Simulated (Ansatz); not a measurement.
Born–Oppenheimer molecular dynamics of CH3OSSi (7 atoms, charge 1, multiplicity 1). It goes on from the last frame of an earlier run, with new velocities.

These are results of Ansatz 0.2.0, RKS B3LYP/def2-SVP, not measurements.

```yaml
ensemble: NVT, Langevin thermostat
time_step: 0.5 fs
steps_asked: 150
set_temperature: 1000 K
friction: 0.001 /fs
seed: 249319
```

First frame:

```xyz
7
Properties=species:S:1:pos:R:3
Si -1.287 0.054 0.735
C 0.299 0.955 0.193
O 1.200 0.063 -0.284
S 0.291 -1.343 -0.789
H -2.218 0.599 -0.266
H 0.667 1.972 0.363
H 0.938 -2.180 0.127
```

Question: How far do the bonds stretch over the last three quarters of this one trajectory? (Pairs bonded in most of those frames.)

Answer: 
```tsv
bond	mean (Å)	spread (Å)	shortest	longest
Si1–C2	1.925	0.058	1.85	2.02
Si1–H5	1.541	0.054	1.44	1.63
C2–O3	1.298	0.043	1.23	1.36
C2–H6	1.117	0.034	1.06	1.17
O3–S4	1.780	0.019	1.75	1.81
S4–H7	1.383	0.041	1.30	1.46
```

Mean temperature of the second half: 614 K. The mean temperature of the second half is 39 % below the set value. A run of 0.075 ps of so small a system gives no equilibrium averages. The orbitals stay closed-shell, which can raise the energy where a bond breaks towards radicals; this wasn't checked here. Limits of this set-up: the dipole of an ion depends on the origin.

The run took 6.1 min on 1 thread of Arm Neoverse V2, on a shared host, peak memory 0.14 GiB.
